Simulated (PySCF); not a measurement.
## Nuclear quadrupole coupling in GeFH3

GeFH3.
Z-matrix (Å and degrees, PBE0-D3(BJ)/def2-SVP geometry), rows numbered from 1:
```
Ge
F   1  1.7435
H   1  1.5356  2  106.62
H   1  1.5355  2  106.52  3  -119.99
H   1  1.5356  2  106.60  3   120.00
```

Field gradients from the PBE0/pcSseg-1 (pcSseg-2 on Ge) density (PySCF, non-relativistic), principal values in atomic units, ordered |Vxx| ≤ |Vyy| ≤ |Vzz|:

```tsv
atom	Vxx	Vyy	Vzz
Ge1	-0.9913	-0.9934	1.9847
```

**Question.** Find the asymmetry η = (Vxx − Vyy)/Vzz and the couplings χ = eQV/h (234.96 MHz × Q in barn × V in au), with Q(73Ge) = −0.196 b.

**Answer.** 
```tsv
atom	environment	nucleus	η	χzz (MHz)	χxx (MHz)	χyy (MHz)
Ge1	germanium bonded to F and 3 H	73Ge	0.00	-91.40	45.65	45.75
```

The gradient is axial or nearly so (η below 0.05) at Ge1. 

**Question.** What is Vzz at Ge1 in SI units (1 au = 9.71736 × 10²¹ V/m²)?

**Answer.** 1.9847 au = 19.286 × 10²¹ V/m².

**Question.** And the gradient at the other heavy atoms, for which no coupling is worked out here?

**Answer.** 
```tsv
atom	environment	Vzz (au)	η
F2	fluorine bonded to Ge	1.698	0.00
```

Geometry: PBE0-D3(BJ)/def2-SVP; no solvent, vibrations or thermal averaging. The calculation is non-relativistic, for germanium too. With a basis this small, the couplings can be 20 % off.

These values come from a run that also computed NMR shieldings. On Arm Neoverse N1, one thread, shared host, this took 7.3 s.
